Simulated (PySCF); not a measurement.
# Computed records: BH₅NSi₂, H₆NSi₂

All values are calculated (PySCF 2.14.0). Calculation on a computer-drawn molecule: the log of a Hartree-Fock and frozen-core CCSD(T) single point meant for a local Hartree-Fock minimum, with one planted fault or none, to be diagnosed. Offsets are logged minus clean, where the clean run is the same molecule without the fault. The reference is restricted for singlets and unrestricted otherwise, and also for a bond in bohr or an excited solution. Adding or removing an electron swaps singlet and doublet. The excited solution moves the top pair (singlet) or top alpha electron (doublet) to the lowest empty orbital. Highest occupied and lowest empty are orbital energies over both spins, largest force is the largest gradient component, triples share is (T) over the correlation energy, the T1 limit is 0.02 restricted and 0.045 unrestricted, electrons count all cores, a negative frequency is imaginary (commonest isotopes), and the dipole is about the centre of nuclear charge.

Common to all runs: meant basis cc-pV(D+d)Z; logged SCF converged yes; logged spin squared 0; logged CC converged yes; logged SCF stable within its kind yes; possible faults no fault, one electron removed, one electron added, multiplicity raised by two, geometry at a saddle point, SCF held on an excited solution, minimal basis STO-3G, one bond length entered in bohr, all coordinates scaled.

(1) 
```xyz
9
formula=BH5NSi2 meant_charge=1 meant_multiplicity=1 logged_electrons=44 logged_basis_functions=99 logged_highest_occupied=-15.694 logged_lowest_empty=-3.5458 logged_largest_force=2.63e-05 logged_lowest_frequency=108.58 logged_T1_diagnostic=0.018947 logged_D1_diagnostic=0.055061 logged_triples_share=0.031176 logged_dipole_magnitude=0.65714 logged_energy_HF=-659.64971 logged_energy_CCSD(T)=-660.11787 planted_fault=no_fault HF_energy_offset_from_clean_run=0 CCSD(T)_energy_offset_from_clean_run=0
B     -3.9852    -1.2302     0.7703
Si    -2.3085    -0.5337     1.6775
N     -0.8361    -0.8890     1.1487
Si     0.6409    -1.2140     0.6619
H     -4.4816    -0.5882    -0.1017
H     -4.4447    -2.2716     1.1213
H     -2.4159     0.3288     2.8618
H      1.3248    -0.3667    -0.3120
H      1.3662    -2.3806     1.1588
```

Units: logged_highest_occupied, logged_lowest_empty in eV; logged_largest_force in hartree/bohr; logged_lowest_frequency in cm⁻¹; logged_dipole_magnitude in debye; logged_energy_HF, logged_energy_CCSD(T) in hartree; HF_energy_offset_from_clean_run, CCSD(T)_energy_offset_from_clean_run in kcal/mol.

Drawn bonds:
```
atom  other atom  order
   1           2      1
   2           3      2
   3           4      1
   1           5      1
   1           6      1
   2           7      1
   4           8      1
   4           9      1
```

(2) 
```xyz
9
formula=H6NSi2 meant_charge=0 meant_multiplicity=2 logged_electrons=40 logged_basis_functions=90 logged_highest_occupied=-15.281 logged_lowest_empty=-6.7029 logged_largest_force=0.057298 logged_T1_diagnostic=0.019035 logged_D1_diagnostic=0.067299 logged_triples_share=0.02616 logged_dipole_magnitude=5.1388 logged_energy_HF=-635.5193 logged_energy_CCSD(T)=-635.93342 planted_fault=one_electron_removed HF_energy_offset_from_clean_run=175.7 CCSD(T)_energy_offset_from_clean_run=180
N     -0.2695     0.7215    -1.1583
Si    -0.8273     0.0712     0.3434
Si    -2.7531    -1.2947     0.1619
H      0.0020     0.0899    -1.8895
H     -0.7691     1.4976    -1.5525
H      0.2423    -0.7670     0.9330
H     -1.0997     1.2213     1.2380
H     -3.1636    -1.9624     1.4237
H     -3.9318    -0.6091    -0.4304
```

Units: logged_highest_occupied, logged_lowest_empty in eV; logged_largest_force in hartree/bohr; logged_dipole_magnitude in debye; logged_energy_HF, logged_energy_CCSD(T) in hartree; HF_energy_offset_from_clean_run, CCSD(T)_energy_offset_from_clean_run in kcal/mol.

Drawn bonds:
```
atom  other atom  order
   1           2      1
   2           3      1
   1           4      1
   1           5      1
   2           6      1
   2           7      1
   3           8      1
   3           9      1
```
